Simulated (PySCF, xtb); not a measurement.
2-silylpropan-2-ol (C3H10OSi), SMILES CC(C)(O)[SiH3]. One conformer was computed; it need not be the lowest.

Harmonic wavenumbers (cm⁻¹) from xtb with GFN2-xTB at its own minimum, in rising order: 107, 190, 203, 225, 244, 309, 359, 371, 431, 552, 560, 626, 762, 771, 784, 900, 950, 969, 1006, 1110, 1166, 1170, 1300, 1400, 1413, 1490, 1497, 1499, 1510, 2228, 2286, 2288, 2971, 2976, 3031, 3034, 3036, 3039, 3495.

**Question.** What does PBE-D3(BJ)/def2-SVP in PySCF give at its own minimum? (An estimate is asked for; the answer gives what the named calculation found.)

**Answer.** 141, 202, 206, 236, 273, 279, 342, 357, 421, 590, 614, 618, 837, 879, 894, 909, 912, 945, 963, 1076, 1149, 1153, 1297, 1323, 1339, 1398, 1402, 1416, 1428, 2152, 2173, 2182, 2939, 2942, 3028, 3032, 3068, 3069, 3631. Paired by order, the mean absolute difference is 46 cm⁻¹ and the zero-point energies are 74.7 and 74.1 kcal/mol.
